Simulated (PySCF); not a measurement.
**C₆ coefficients of unlike pairs at M06-2X**

Calculated with PySCF 2.14 from the dipole response of each species, C₆(A,B) = (3/π) ∫ α_A(iu) α_B(iu) du, in atomic units, from isotropic polarisabilities. For ions this is the dispersion term alone; charge-induced terms of lower order in 1/R come first.

```
species           configuration                                                                 basis      relativity  α (bohr³)  C₆ (like pair)
   Kr³⁺  [Ar] 3d10 4s2 4p3 (4S)                               aug-cc-pVTZ-PP with ECP10MDF (6s5p4d2f)  core potential      5.364           20.14
     Rh       [Kr] 4d8 5s1 (4F)  def2-TZVPPD with the def2 core potential (28 electrons) (6s4p3d2f1g)  core potential      51.44           386.7
   Tc²⁺           [Kr] 4d5 (6S)                             aug-cc-pVTZ-PP with ECP28MDF (6s6p5d3f2g)  core potential      8.756           46.54
   Tc³⁺           [Kr] 4d4 (5D)                             aug-cc-pVTZ-PP with ECP28MDF (6s6p5d3f2g)  core potential      5.349           23.96
```

(1) Estimate C₆ for Rh with Kr³⁺.

No spin-orbit coupling is included.

The other pairs:

```csv
pair,C₆
"Tc³⁺, Rh",77.62
"Tc³⁺, Tc²⁺",33.15
"Tc²⁺, Rh",115.5
"Tc³⁺, Kr³⁺",21.78
"Tc²⁺, Kr³⁺",30.56
```

## Answers

(1) The integral gives 74.34. The combination rule 2 C_A C_B / (C_A α_B/α_A + C_B α_A/α_B) gives 66.72 and the geometric mean 88.25.
